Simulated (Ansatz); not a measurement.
Reaction (redistribution): `OBBS` + `N[SiH](O)F` → `NBS` + `OB[SiH](O)F`

Computed with Ansatz on PBE0-D4/def2-TZVP structures; ΔE is electronic, products minus reactants. CCSD(T)/CBS is the MP2 limit (def2-TZVPP, def2-QZVPP) plus CCSD(T) − MP2 in def2-TZVPP, frozen cores. This one scheme is used for every species. Functionals use def2-TZVPP. B3LYP here is the variant with VWN-RPA as its local correlation; programs differ in this. HSE06 is defined as in plane-wave codes. One conformer a species, not always the lowest.

| level | ΔE (kJ/mol) | difference from CCSD(T)/CBS |
| --- | --- | --- |
| LDA (SPW92) | -35.7 | -10.7 |
| revPBE-D4 | -34.0 | -9.0 |
| BLYP-D4 | -33.5 | -8.5 |
| r2SCAN-D4 | -26.3 | -1.3 |
| B97M-V | -22.1 | 2.9 |
| PBE0-D4 | -31.8 | -6.8 |
| B3LYP-D4 | -30.6 | -5.6 |
| r2SCANh-D4 | -25.7 | -0.7 |
| r2SCAN0-D4 | -25.0 | 0.0 |
| BHLYP-D4 | -26.5 | -1.5 |
| CAM-B3LYP-D4 | -30.3 | -5.3 |
| ωB97X-V | -30.0 | -5.0 |
| ωB97M-V | -27.6 | -2.6 |
| B2PLYP | -28.7 | -3.7 |
| PBE-QIDH | -27.5 | -2.5 |
| PBE | -36.2 | -11.2 |
| BLYP | -34.9 | -9.9 |
| r2SCAN | -26.4 | -1.4 |
| PBE0 | -32.2 | -7.2 |
| B3LYP | -31.5 | -6.5 |
| r2SCANh | -25.8 | -0.8 |
| r2SCAN0 | -25.1 | -0.1 |
| HSE06 | -32.1 | -7.1 |
| BHLYP | -26.9 | -1.9 |
| CAM-B3LYP | -30.7 | -5.7 |
| LC-ωPBE | -32.2 | -7.2 |
| RPA@PBE/def2-TZVPP | -28.6 | -3.6 |
| HF/def2-SVP | -40.8 | -15.8 |
| MP2/def2-SVP | -45.4 | -20.4 |
| CCSD/def2-SVP | -44.8 | -19.8 |
| CCSD(T)/def2-SVP | -45.9 | -20.9 |
| HF/def2-TZVPP | -22.8 | 2.2 |
| MP2/def2-TZVPP | -25.9 | -0.9 |
| SCS-MP2/def2-TZVPP | -26.8 | -1.8 |
| CCSD/def2-TZVPP | -25.4 | -0.4 |
| CCSD(T)/def2-TZVPP | -26.2 | -1.2 |
| HF/def2-QZVPP | -21.9 | 3.1 |
| SCS-MP2/def2-QZVPP | -25.8 | -0.8 |
| MP2/CBS(def2) | -24.7 | 0.3 |
| CCSD/CBS(def2) | -24.2 | 0.8 |
| CCSD(T)/CBS | -25.0 | 0 |

Largest T1 diagnostic among the species: 0.016.

Leaving LDA and LC-ωPBE aside and taking each functional with its dispersion term where it has one, the values, not all of them listed here, spread over 13.6 kJ/mol, from PBE-D4 to B97M-V. From BLYP to BHLYP (50 % exact exchange), in def2-TZVPP and without D4, ΔE moves by +7.9 kJ/mol.
